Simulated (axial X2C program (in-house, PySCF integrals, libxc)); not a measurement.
# SrGe: properties at the nuclei

Calculated with an in-house all-electron X2C program for linear molecules (integrals from PySCF): two-component X2C with atomic mean-field Coulomb and Gaunt terms, Gaussian nuclei, basis Sr dyall-cv3z, Ge dyall-cv3z with contracted cores.

R = 2.964 Å (near the PBE0 minimum at charge 0 of the determinant lowest at the starting distance; the state shown can have its own minimum elsewhere).

Determinant lowest in the PBE0 search, Ω = 1 (⟨Sz⟩ = 1.00, ⟨Lz⟩ = 0.00 at PBE0), spin on the atoms Sr -0.17, Ge 1.16:

| level | Eeff magnitude (GV/cm) | Ws magnitude Sr (kHz) | Ws magnitude Ge (kHz) | A∥/gI Sr (MHz) | qzz Sr (a.u.) | A∥/gI Ge (MHz) | qzz Ge (a.u.) | μ (D) |
| --- | --- | --- | --- | --- | --- | --- | --- | --- |
| PBE0 | 3.38 | 1.1 | 0.468 | -786 | -0.56 | -305 | -0.06 | -4.59 |
| HF | 5 | 1.53 | 0.751 | -775 | -1.14 | -364 | -0.22 | -4.05 |
| LDA | 1.57 | 0.536 | 0.209 | -504 | -0.36 | -245 | -0.23 | -5.07 |
| r2SCAN | 3.65 | 1.21 | 0.479 | -820 | -0.61 | -374 | -0.23 | -4.57 |
| PBE50 | 4.08 | 1.3 | 0.581 | -854 | -0.71 | -303 | -0.06 | -4.53 |

Determinant 0.78 eV from it at PBE0 and this distance, Ω = 0 (closed shell), highest spinor 74% Ge p, 13% Sr d, 8% Sr p:

| level | qzz Sr (a.u.) | qzz Ge (a.u.) | μ (D) |
| --- | --- | --- | --- |
| PBE0 | -0.09 | -0.40 | -5.98 |
| HF | 0.16 | 0.16 | -6.04 |
| LDA | -0.27 | -0.50 | -5.41 |
| r2SCAN | -0.12 | -0.79 | -6.04 |
| PBE50 | 0.03 | -0.30 | -6.56 |

Eeff is the effective electric field on the electron electric dipole moment in this Ω state and Ws the scalar–pseudoscalar constant of the nucleus named (defined with the proton number Z and per Ω); A∥ (defined per Ω) follows by multiplying with gI = μI/(I μN); qzz is the electric field gradient, eQq0 = 234.96 MHz × Q/barn × qzz; μ is positive if the Ge end (last atom) is positive. The operators were transformed with the bare-nucleus X2C matrices; with these basis sets, hyperfine constants and field gradients can be off by tens of per cent, and where levels differ in sign neither size nor sign is settled.

(1) With gI(87Sr) = -0.2428, gI(73Ge) = -0.1954 (g factors from the IAEA table of nuclear moments by Stone), turn the PBE0 values of the first state into constants in MHz.

Each state is one determinant with collinear spin, which with several unpaired electrons need not be a pure state. Unrestricted Hartree–Fock can overshoot spin polarisation at the nuclei. A closed determinant beside an open π² or δ² triplet, such as (π1/2)², mixes with its partner pair into the 0⁺ component of the triplet and ¹Σ⁺, so its energy is not that of a level, and 0⁺ can lie lowest. With several open shells hyperfine constants can be off by a factor of several. Where Eeff spreads by more than a factor of two the levels disagree and none is to be relied on. Open-shell Ω = 0 determinants with evenly filled partner blocks cannot be reached by this program, so the Ω shown need not be the lowest component. States lie within half an eV, so the first need not be the ground state. Further determinants of the search, some of them spin-mixed, are not shown. Where a field gradient or hyperfine factor spreads by more than a factor of two over the levels, a constant derived from it is not to be relied on. PBE0 term energies can be off by some tenths of an eV.

Answers

(1) A∥(87Sr) = -786 × -0.2428 = 191 MHz; A∥(73Ge) = -305 × -0.1954 = 59.6 MHz.
